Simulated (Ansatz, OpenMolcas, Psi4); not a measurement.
**C2H6Ga (SMILES C[Ga]C): the energy, rung by rung**

The species is C2H6Ga (9 atoms), meant as a doublet with charge 0. As SMILES, `C[Ga]C`. The coordinates come from a PBE0-D4/def2-TZVP relaxation.

```xyz
9

C    -1.2466    1.1630    0.1753
Ga    0.4566    0.3856    0.8730
C     1.2739   -1.1396   -0.1260
H    -2.0143    0.3825    0.1775
H    -1.0925    1.4797   -0.8611
H    -1.6027    2.0113    0.7582
H     2.2020   -1.4968    0.3182
H     1.4694   -0.8220   -1.1553
H     0.5541   -1.9637   -0.1597
```

Each level gives the energy change with the C3–H7 bond stretched from 1.089 to 2.396 Å (eV). The values are calculated.

```csv
level,kind,program,value (eV),CPU time (all runs)
UHF/6-31G* (spherical functions),Hartree–Fock,Ansatz,3.72,9.2 s
U-r2SCAN/6-31G* (spherical functions),meta-GGA,OpenMolcas,4.31,2.1 min
UB3LYP/6-31G* (spherical functions),global hybrid,Psi4,4.47,42 s
U-wB97X-V/6-31G* (spherical functions),range-separated hybrid,Psi4,5.23,5.6 min
U-wB97X/6-31G* (spherical functions),range-separated hybrid,Ansatz,4.68,3.4 min
UMP2/6-31G* (spherical functions),perturbation theory,Ansatz,4.46,12 s
UMP3/6-31G* (spherical functions),perturbation theory,Psi4,4.82,11 s
"UOMP2/6-31G* (density fitting for correlation, spherical functions)",perturbation theory,Psi4,4.82,45 s
```

All-electron rows without a relativistic Hamiltonian named are non-relativistic. The first shape isn't each level's own minimum. The values span 3.72 to 5.23 eV. Spin contamination of the reference (⟨S²⟩ at least 0.1 too high) touches UHF/6-31G*, U-r2SCAN/6-31G*, UB3LYP/6-31G*, U-wB97X/6-31G*, UMP2/6-31G*. In the correlated wave-function rows the outer d shell of Ga is correlated, in sets not made for it. CPU times are rough (shared hosts, several kinds of processor and program).
